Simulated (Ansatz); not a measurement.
One change: `[NH2][GaH][CH2]Cl` becomes `[NH2][AlH][CH2]Cl`.

Ansatz, PBE0-D4/def2-TZVP geometries, multiplicity 1. Each molecule was computed in one conformer, which needn't be the lowest.

Scalar relativity is left out up to krypton.

| property | `[NH2][GaH][CH2]Cl` |
| --- | --- |
| size of the dipole moment (B3LYP/def2-TZVPP) / D | 2.14 |
| HOMO energy (B3LYP/def2-TZVPP) / eV | -7.18 |
| ideal-gas entropy at 298 K and 1 bar (rigid rotor, harmonic PBE0-D4/def2-TZVP) / J/(mol·K) | 353 |
| HOMO energy (PBE/def2-TZVPP) / eV | -6.09 |
| LUMO energy (B3LYP/def2-TZVPP) / eV | -0.96 |
| size of the dipole moment (PBE/def2-TZVPP) / D | 2.12 |

**Question.** Give the same properties after the change, and the shifts. (An estimate is asked.)

**Answer.** The calculation gave: 
```
                                                                                  property  `[NH2][AlH][CH2]Cl`  shift
                                          size of the dipole moment (B3LYP/def2-TZVPP) / D                 1.92  -0.22
                                                       HOMO energy (B3LYP/def2-TZVPP) / eV                -7.13   0.05
ideal-gas entropy at 298 K and 1 bar (rigid rotor, harmonic PBE0-D4/def2-TZVP) / J/(mol·K)                  338    -15
                                                         HOMO energy (PBE/def2-TZVPP) / eV                -6.00   0.09
                                                       LUMO energy (B3LYP/def2-TZVPP) / eV                -0.58   0.38
                                            size of the dipole moment (PBE/def2-TZVPP) / D                 1.86  -0.26
```

With PBE0 the HOMO rises by 0.05 eV and the LUMO rises by 0.37 eV, so the gap widens by about 0.32 eV. PBE moves the HOMO by 0.09 eV and ωB97M-V by 0.00 eV. Dipoles are sizes alone; their direction can turn. Modes under 60 cm⁻¹, often nearly free rotors, make the harmonic entropy too high.

B3LYP here is the variant with VWN-RPA as its local correlation; programs differ in this.
